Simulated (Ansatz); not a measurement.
`[OH][Ge]([SiH3])([Cl])[Cl]` → `[OH][Ge][Cl]` + `[SiH3]Cl`  (germylene formation by 1,1-elimination)

Calculated with Ansatz (gas phase, PBE0-D4/def2-TZVP geometries, no zero-point term in ΔE). CCSD(T)/CBS is the MP2 limit (def2-TZVPP, def2-QZVPP) plus CCSD(T) − MP2 in def2-TZVPP, frozen cores. This one scheme is used for every species. Functionals use def2-TZVPP. B3LYP here is the variant with VWN-RPA as its local correlation; programs differ in this. For Ge outer-core shells are correlated without core-valence functions, which leaves a few kJ/mol of doubt a bond. Scalar relativity is left out up to krypton. Each species was taken in one conformer, which may not be the lowest.

`[OH][Ge]([SiH3])([Cl])[Cl]`:

Z-matrix (Å, degrees):
```
Ge
Si 1 2.379
Cl 1 2.155 2 112.2
O 1 1.761 2 110.4 3 120.8
Cl 1 2.155 2 112.2 3 -118.4
H 2 1.481 1 106.8 3 59.1
H 2 1.482 1 108.1 3 -60.6
H 2 1.482 1 108.1 3 178.8
H 4 0.962 1 113.4 2 179.9
```

`[OH][Ge][Cl]`:

Cartesian coordinates in Å:
```
O 1.138 0.020 -0.201
Ge 0.000 -0.763 0.908
Cl -1.873 0.129 0.138
H 0.736 0.614 -0.845
```

`[SiH3]Cl`:

Z-matrix (Å, degrees):
```
Si
Cl 1 2.054
H 1 1.481 2 108.5
H 1 1.481 2 108.5 3 -120.0
H 1 1.481 2 108.5 3 120.0
```

| level | ΔE (kJ/mol) | difference from CCSD(T)/CBS |
| --- | --- | --- |
| BLYP-D4 | 14.5 | -26.3 |
| B97M-V | 49.3 | 8.5 |
| B3LYP-D4 | 29.2 | -11.6 |
| BHLYP-D4 | 46.0 | 5.2 |
| BLYP | -8.3 | -49.1 |
| r2SCAN0 | 56.0 | 15.2 |
| CAM-B3LYP | 24.6 | -16.2 |
| LC-ωPBE | 55.8 | 15.0 |
| HF/def2-QZVPP | 27.2 | -13.6 |
| CCSD/CBS(def2) | 37.9 | -2.9 |
| CCSD(T)/CBS | 40.8 | 0 |

Largest T1 diagnostic among the species: 0.014.

Leaving LDA and LC-ωPBE aside and taking each functional with its dispersion term where it has one, the values, not all of them listed here, spread over 49.5 kJ/mol, from BLYP-D4 to PBE-QIDH. LDA lies +34.9 kJ/mol from PBE without D4. The D4 term adds +18.8 kJ/mol with B3LYP and +10.7 kJ/mol with PBE0; it sums over pairs of atoms, weighted by their polarisabilities, and B3LYP, whose exchange is more repulsive, gets the larger term. At CCSD(T), def2-SVP lies +9.8 kJ/mol from the extrapolated value and def2-TZVPP +14.1 kJ/mol.

CCSD(T)/CBS has its own doubt, a few kJ/mol and more with outer-core shells, so smaller differences from it don't rank the levels.
